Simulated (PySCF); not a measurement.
Cd: ionisation energy

Cd [Kr] 4d10 5s2 → Cd+ [Kr] 4d10 5s1 [5s1/2^1, M_J = 1/2], as a difference of total energies. All numbers are calculated (PySCF 2.14, the two-component X2C-1e Hamiltonian, in x2c-SVPall-2c (6s9p6d1f, 70 functions)). Correlated levels: [Ar] 3d10 frozen; the 6 highest virtual spinors dropped. "Screened" scales the spin-orbit matrix elements by Boettger's factors to mimic the two-electron term; Breit and QED terms are absent.

```tsv
method	ionisation energy (eV)
GHF (spin-free)	7.351
GMP2 (spin-free)	8.510
GHF (screened spin-orbit)	7.353
GMP2 (screened spin-orbit)	8.512
```

**Question.** How much does correlation contribute at GMP2 (screened spin-orbit)?

**Answer.** 8.512 − (7.353) = 1.159 eV, measured against GHF (screened spin-orbit).

Errors of the correlated levels include the incompleteness of this basis and the frozen core.

MP2 underrates the near-degeneracy of ns² with np² in the lower species.

For comparison: 8.994 eV (measured; NIST Atomic Spectra Database, ionization energies).
